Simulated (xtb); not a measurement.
AgCl, charge +1, doublet, from a rough starting geometry (GFN-xTB shapes and energies of metal compounds can be far from the true ones) (the multiplicity is a formal guess); xtb with GFN2-xTB.

The xtb input:
```
$ xtb mol.xyz --gfn 2 --chrg 1 --uhf 1 --opt vtight --json

# file mol.xyz
2

Ag    -0.68988725    -0.60093423    -0.67097676
Cl     0.70025616     0.55257737     0.68991348
```

What the program printed (banner, timings and long lists left out):

```
   ID    Z sym.   atoms
    1   47 Ag     1
    2   17 Cl     2

           -------------------------------------------------
          |                Calculation Setup                |
           -------------------------------------------------

           -------------------------------------------------
          |                 G F N 2 - x T B                 |
           -------------------------------------------------

          ...................................................
          :                      SETUP                      :
          :.................................................:
          :  # basis functions                  20          :
          :  # atomic orbitals                  18          :
          :  # shells                            6          :
          :  # electrons                        17          :
          :  max. iterations                   250          :
          :  Hamiltonian                  GFN2-xTB          :
          :  restarted?                      false          :
          :  GBSA solvation                  false          :
          :  PC potential                    false          :
          :  electronic temp.          300.0000000     K    :
          :  accuracy                    1.0000000          :
          :  -> integral cutoff          0.2500000E+02      :
          :  -> integral neglect         0.1000000E-07      :
          :  -> SCF convergence          0.1000000E-05 Eh   :
          :  -> wf. convergence          0.1000000E-03 e    :
          :  Broyden damping             0.4000000          :
          :  net charge                          1          :
          :  unpaired electrons                  1          :
          ...................................................

 iter      E             dE          RMSdq      gap      omega  full diag
   1     -7.8851641 -0.788516E+01  0.107E+01    3.84       0.0  T
   2     -7.8393603  0.458037E-01  0.855E+00    4.92       1.0  T
   3     -7.8964151 -0.570547E-01  0.643E+00    4.26       1.0  T
   4     -7.9248658 -0.284507E-01  0.193E+00    4.99       1.0  T
   5     -7.9291956 -0.432983E-02  0.768E-01    5.04       1.0  T
   6     -7.9242140  0.498165E-02  0.250E+00    5.10       1.0  T
   7     -7.9283291 -0.411507E-02  0.135E+00    5.10       1.0  T
   8     -7.9291141 -0.785000E-03  0.106E+00    5.06       1.0  T
   9     -7.9298176 -0.703522E-03  0.489E-01    5.08       1.0  T
  10     -7.9300081 -0.190556E-03  0.657E-03    5.09      10.8  T
  11     -7.9300058  0.233867E-05  0.525E-02    5.09       1.3  T
  12     -7.9300078 -0.201492E-05  0.229E-02    5.09       3.1  T
  13     -7.9300080 -0.189335E-06  0.155E-02    5.09       4.6  T
  14     -7.9300082 -0.150857E-06  0.471E-04    5.09     150.3  T
  15     -7.9300082  0.532969E-10  0.403E-04    5.09     175.6  T

   *** convergence criteria satisfied after 15 iterations ***

         :::::::::::::::::::::::::::::::::::::::::::::::::::::
         ::                     SUMMARY                     ::
         :::::::::::::::::::::::::::::::::::::::::::::::::::::
         :: total energy              -7.927176867484 Eh    ::
         :: gradient norm              0.004194145065 Eh/a0 ::
         :: HOMO-LUMO gap              5.088489424620 eV    ::
         ::.................................................::
         :: SCC energy                -7.930008161174 Eh    ::
         :: -> isotropic ES            0.148480173544 Eh    ::
         :: -> anisotropic ES         -0.003269977962 Eh    ::
         :: -> anisotropic XC         -0.005433166170 Eh    ::
         :: -> dispersion             -0.000776217232 Eh    ::
         :: repulsion energy           0.002831293690 Eh    ::
         :: add. restraining           0.000000000000 Eh    ::
         :: total charge               1.000000000843 e     ::
         :::::::::::::::::::::::::::::::::::::::::::::::::::::

      -----------------------------------------------------------
     |                   =====================                   |
     |                        A N C O P T                        |
     |                   =====================                   |
     |               Approximate Normal Coordinate               |
     |                Rational Function Optimizer                |
      -----------------------------------------------------------
      -----------------------------------------------------------
     |                   =====================                   |
     |                        A N C O P T                        |
     |                   =====================                   |
     |               Approximate Normal Coordinate               |
     |                Rational Function Optimizer                |
      -----------------------------------------------------------

          ...................................................
          :                      SETUP                      :
          :.................................................:
          :   optimization level         verytight          :
          :   max. optcycles                   200          :
          :   ANC micro-cycles                  20          :
          :   degrees of freedom                 1          :
          :.................................................:
          :   RF solver                   davidson          :
          :   write xtbopt.log                true          :
          :   linear (good luck)              true          :
          :   energy convergence         0.1000000E-06 Eh   :
          :   grad. convergence          0.2000000E-03 Eh/α :
          :   maxmium RF displ.          1.0000000          :
          :   Hlow (freq-cutoff)         0.1000000E-01      :
          :   Hmax (freq-cutoff)         5.0000000          :
          :   S6 in model hess.         20.0000000          :
          ...................................................

[...]
 * total energy  :    -7.9271769 Eh     change       -0.1549774E-09 Eh
 * total energy  :    -7.9272475 Eh     change       -0.7063111E-04 Eh
 * total energy  :    -7.9272475 Eh     change       -0.4724097E-07 Eh
   *** GEOMETRY OPTIMIZATION CONVERGED AFTER 3 ITERATIONS ***
[...]
          :  # shells                            6          :
          :  # electrons                        17          :
          :  max. iterations                   250          :
          :  Hamiltonian                  GFN2-xTB          :
          :  restarted?                      false          :
          :  GBSA solvation                  false          :
          :  PC potential                    false          :
          :  electronic temp.          300.0000000     K    :
          :  accuracy                    1.0000000          :
          :  -> integral cutoff          0.2500000E+02      :
          :  -> integral neglect         0.1000000E-07      :
          :  -> SCF convergence          0.1000000E-05 Eh   :
          :  -> wf. convergence          0.1000000E-03 e    :
          :  Broyden damping             0.4000000          :
          :  net charge                          1          :
          :  unpaired electrons                  1          :
          ...................................................

 iter      E             dE          RMSdq      gap      omega  full diag
   1     -7.9296359 -0.792964E+01  0.111E-05    5.04       0.0  T
   2     -7.9296359  0.236522E-11  0.469E-05    5.04    1509.0  T
   3     -7.9296359 -0.238032E-11  0.955E-06    5.04    7406.0  T

   *** convergence criteria satisfied after 3 iterations ***

         :::::::::::::::::::::::::::::::::::::::::::::::::::::
         ::                     SUMMARY                     ::
         :::::::::::::::::::::::::::::::::::::::::::::::::::::
         :: total energy              -7.927247546001 Eh    ::
         :: gradient norm              0.000045480543 Eh/a0 ::
         :: HOMO-LUMO gap              5.035201883699 eV    ::
         ::.................................................::
         :: SCC energy                -7.929635910996 Eh    ::
         :: -> isotropic ES            0.147197695127 Eh    ::
         :: -> anisotropic ES         -0.003372947966 Eh    ::
         :: -> anisotropic XC         -0.005443852792 Eh    ::
         :: -> dispersion             -0.000775987313 Eh    ::
         :: repulsion energy           0.002388364995 Eh    ::
         :: add. restraining           0.000000000000 Eh    ::
         :: total charge               1.000000000582 e     ::
         :::::::::::::::::::::::::::::::::::::::::::::::::::::

           -------------------------------------------------
          |                Property Printout                |
           -------------------------------------------------

    * Orbital Energies and Occupations

         #    Occupation            Energy/Eh            Energy/eV
      -------------------------------------------------------------
         1        2.0000           -1.2798702             -34.8270
         2        2.0000           -0.7359052             -20.0250
         3        2.0000           -0.7187102             -19.5571
         4        2.0000           -0.7187102             -19.5571
         5        2.0000           -0.7118589             -19.3707
         6        2.0000           -0.7118589             -19.3707
         7        1.7467           -0.6873288             -18.7032
         8        1.6267           -0.6867938             -18.6886
         9        1.6267           -0.6867938             -18.6886 (HOMO)
        10                         -0.5017536             -13.6534 (LUMO)
        11                         -0.3545226              -9.6471
        12                         -0.3545226              -9.6471
        13                         -0.2343975              -6.3783
        14                         -0.2343975              -6.3783
        15                         -0.2327408              -6.3332
        16                         -0.2327408              -6.3332
        17                         -0.2282795              -6.2118
        18                         -0.0172806              -0.4702
      -------------------------------------------------------------
                  HL-Gap            0.1850403 Eh            5.0352 eV
             Fermi-level           -0.6402878 Eh          -17.4231 eV

     #   Z          covCN         q      C6AA      α(0)
     1  47 Ag       0.796     0.758   235.010    31.966
     2  17 Cl       0.796     0.242    92.128    14.683

 Mol. C6AA /au·bohr⁶  :        614.074465
 Mol. C8AA /au·bohr⁸  :      42200.623252
 Mol. α(0) /au        :         46.649070

Wiberg/Mayer (AO) data.
largest (>0.10) Wiberg bond orders for each atom

 ---------------------------------------------------------------------------
     #   Z sym  total        # sym  WBO       # sym  WBO       # sym  WBO
 ---------------------------------------------------------------------------
     1  47 Ag   0.963 --     2 Cl   0.963
     2  17 Cl   0.963 --     1 Ag   0.963
 ---------------------------------------------------------------------------

Topologies differ in total number of bonds
Writing topology from bond orders to xtbtopo.mol

molecular dipole:
                 x           y           z       tot (Debye)
 q only:       -0.677      -0.615      -0.654
   full:       -1.107      -0.972      -1.075       4.637
molecular quadrupole (traceless):
                xx          xy          yy          xz          yz          zz
 q only:        0.283       2.235      -0.440       2.564       2.181       0.157
  q+dip:        0.516       4.022      -0.808       4.626       3.925       0.292
   full:        0.434       3.445      -0.673       3.945       3.361       0.239

optimized geometry written to: xtbopt.xyz

           -------------------------------------------------
          | TOTAL ENERGY               -7.927247546001 Eh   |
          | GRADIENT NORM               0.000045480543 Eh/α |
          | HOMO-LUMO GAP               5.035201883699 eV   |
           -------------------------------------------------

normal termination of xtb
```
